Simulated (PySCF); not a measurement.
**Electronic structure of S¹²⁺ (sulfur, charge +12) at the UHF level**

Configuration: [He] 2s2, closed-shell 1S. Calculation: PySCF 2.14, in an uncontracted even-tempered set (19 s from 1.8 bohr⁻², ratio 2.2; 9 p from 2.9 bohr⁻², ratio 2.4; 6 d from 8.8 bohr⁻², ratio 2.4; 5 f from 13 bohr⁻², ratio 2.4; 4 g from 20 bohr⁻², ratio 2.4); the spin-free X2C one-electron Hamiltonian (Gaussian nucleus).

* Total energy: -296.671091 hartree
* One-electron energy: -320.3151 hartree
* Hartree (Coulomb) energy: 36.2499 hartree
* Exchange energy: -12.6058 hartree
* ⟨S²⟩: 0.0000
* ⟨L²⟩: 0.000
* Sum of ⟨r⟩: 1.018 bohr
* Sum of ⟨r²⟩: 0.4236 bohr²

```
shell  electrons  mean orbital energy (hartree)  rms radius, mean of both spins (bohr)
   1s          2                     -112.72710                                  0.111
   2s          2                      -23.78642                                  0.447
```

Densities and radii are taken from the X2C orbitals without a picture-change correction, which distorts them close to the nucleus.
